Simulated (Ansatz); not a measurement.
Reaction (ligand exchange at a Ga–C bond): `C#[C][GaH][Cl]` + `[SiH3][SeH]` → `[SiH3][Se][GaH][Cl]` + `C#C`

Calculated with Ansatz (gas phase, PBE0-D4/def2-TZVP geometries, no zero-point term in ΔE). CCSD(T)/CBS adds triple-zeta CCSD(T) − MP2 to the extrapolated MP2 energy (def2 sets, frozen cores). This one scheme is used for every species. For Ga, Se outer-core shells are correlated without core-valence functions, which leaves a few kJ/mol of doubt a bond. Scalar relativity is left out up to krypton. One conformer a species, not always the lowest.

`C#[C][GaH][Cl]`:

```xyz
6

C    -0.292   -0.590    1.771
C    -0.093   -0.157    0.661
Ga    0.225    0.552   -1.073
Cl    0.017   -0.838   -2.687
H    -0.469   -0.976    2.749
H     0.613    2.009   -1.421
```

`[SiH3][SeH]`:

Z-matrix (Å, degrees):
```
Si
Se 1 2.279
H 1 1.484 2 111.4
H 1 1.484 2 111.5 3 -122.1
H 1 1.483 2 104.9 3 119.0
H 2 1.469 1 93.0 3 60.4
```

`[SiH3][Se][GaH][Cl]`:

Cartesian coordinates in Å:
```
Si 0.972 -1.234 -0.214
Se -1.227 -0.734 -0.593
Ga -1.148 1.419 0.239
Cl -3.022 2.453 0.143
H 1.656 -0.066 0.398
H 1.619 -1.575 -1.504
H 1.053 -2.398 0.701
H 0.097 2.135 0.830
```

`C#C`:

Cartesian coordinates in Å:
```
C 0.276 -0.375 0.376
C -0.276 0.375 -0.376
H 0.768 -1.041 1.046
H -0.768 1.041 -1.046
```

```csv
species,HF/def2-TZVPP energy (Eh)
`C#[C][GaH][Cl]`,-2459.69248
`[SiH3][SeH]`,-2691.13675
`[SiH3][Se][GaH][Cl]`,-5074.00280
`C#C`,-76.85236
```

Work out ΔE.

ΔE = (-5074.00280) + (-76.85236) − (-2459.69248) − (-2691.13675) = -0.02593 Eh = -68.1 kJ/mol. CCSD(T)/CBS gives -76.7 kJ/mol.

Largest T1 diagnostic among the species: 0.013.

Leaving LDA and LC-ωPBE aside and taking each functional with its dispersion term where it has one, the values, not all of them listed here, spread over 10.3 kJ/mol, from BHLYP-D4 to B97M-V. LDA lies −3.2 kJ/mol from PBE without D4. At CCSD(T), def2-SVP lies +8.1 kJ/mol from the extrapolated value and def2-TZVPP +6.8 kJ/mol. The D4 term adds −6.7 kJ/mol with B3LYP and −3.7 kJ/mol with PBE0; it sums over pairs of atoms, weighted by their polarisabilities, and B3LYP, whose exchange is more repulsive, gets the larger term.

B3LYP here is the variant with VWN-RPA as its local correlation; programs differ in this.
